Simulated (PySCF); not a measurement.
Computed shifts of a molecule C3H6BrF, PBE/pcSseg-1 (PySCF), GIAO, gas phase, equivalent atoms averaged, in ppm (number of nuclei): ¹³C: 122.9 (1), 40.8 (1), 9.7 (1). ¹⁹F: -167.8 (1). ¹H: 7.38 (1), 2.48 (1), 2.01 (1), 1.58 (3). References: ¹³C against TMS (σ = 182.0 ppm); ¹⁹F against CFCl3 (σ = 133.6 ppm); ¹H against TMS (σ = 31.49 ppm), references at their B3LYP-D3(BJ)/def2-TZVP geometries, non-relativistic (without spin–orbit terms, shifts of atoms bonded to Cl or Br come out too high). Geometry optimised at B3LYP-D3(BJ)/def2-SVP. One conformer was computed; it need not be the lowest.

**Question.** Identify the compound among the candidates.
A) CC(C)(F)Br
B) C[C@H](F)CBr
C) CC[C@H](F)Br

**Answer.** C, CC[C@H](F)Br
